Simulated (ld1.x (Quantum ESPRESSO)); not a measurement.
**Zn, ultrasoft: configuration errors across variants**

- Element: Zn (Z = 30)
- Generator: ld1.x (Quantum ESPRESSO) 7.5
- Type: ultrasoft
- Functional: PBEsol
- Relativity: scalar-relativistic
- Frozen core: [Ar]
- Valence charge: 12
- Reference configuration: 3d10 4s2 4p0
- Partial waves: 4s (bound): rcut 1.50, rcutus 1.95 bohr; 4s channel at 0.15 Ry: rcut 1.50, rcutus 1.95 bohr; 4p (bound, empty): rcut 2.90, rcutus 3.60 bohr; 4p channel at 0.85 Ry: rcut 2.90, rcutus 3.60 bohr; 3d (bound): rcut 1.35, rcutus 1.55 bohr; 3d channel at 4.25 Ry: rcut 1.35, rcutus 1.55 bohr
- Local potential: all-electron potential smoothed inside 2.90 bohr (lloc = -1)
- Core correction: a·sin(br)/r model core inside 0.90 bohr
- Augmentation charge: PSQ, inside the norm-conserving radii

All-electron excitation energies from the reference (eV): (1) 3d10 4s1 4p0 9.899; (2) 3d10 4s0 4p0 28.248; (3) 3d9 4s0 4p0 68.757; (4) 3d10 4s1 4p1 5.126; (5) 3d9 4s2 4p0 17.933; (6) 3d10 4s1.5 4p0 3.950; (7) 3d10 4s0 4p2 10.603.

The overlap operator is not positive definite (basis up to 400 Ry) in “base”, “wave 4s channel at 0.15 Ry: rcut 1.50, rcutus 1.95 bohr becomes 4s channel at 0.27 Ry: rcut 1.50, rcutus 1.95 bohr”, “waves 4s (bound): rcut 1.50, rcutus 2.60 bohr; 4s channel at 0.15 Ry: rcut 1.50, rcutus 2.60 bohr”, “waves 3d (bound): rcut 1.35, rcutus 1.66 bohr; 3d channel at 4.25 Ry: rcut 1.35, rcutus 1.66 bohr”. Such files are unfit for use, however small their errors in these radial tests.

3 further variants failed, have other tests or another functional or relativity, and are left out.

Errors AE − PS in meV (a dash: test not solved or not reliable):

```csv
change,(1),(2),(3),(4),(5),(6),(7),bound ghosts
base,-8.2,-51,-225,+1.9,-92,-1.7,+14,not determined (overlap not positive)
local potential all-electron potential smoothed inside 1.74 bohr (lloc = -1),-3.7,-20,-169,+3.3,-113,-1.0,+18,none
"wave 4s channel at 0.15 Ry: rcut 1.50, rcutus 1.95 bohr becomes 4s channel at 0.27 Ry: rcut 1.50, rcutus 1.95 bohr",-8.2,-51,-225,+1.9,-92,-1.7,+14,not determined (overlap not positive)
"waves 4s (bound): rcut 1.50, rcutus 2.60 bohr; 4s channel at 0.15 Ry: rcut 1.50, rcutus 2.60 bohr",-9.9,-62,-211,+1.0,-97,-2.1,+9.8,not determined (overlap not positive)
"waves 3d (bound): rcut 1.35, rcutus 1.66 bohr; 3d channel at 4.25 Ry: rcut 1.35, rcutus 1.66 bohr",-9.8,-62,-245,+1.3,-84,-2.0,+11,not determined (overlap not positive)
```

**Question.** Give the same row for: type PAW; local potential all-electron potential smoothed inside 1.85 bohr (lloc = -1); augmentation BESSEL, radius 1.35 bohr.

**Answer.** -3.6, -18, -169, -2.7, -112, -1.0, -13; bound ghosts: none.
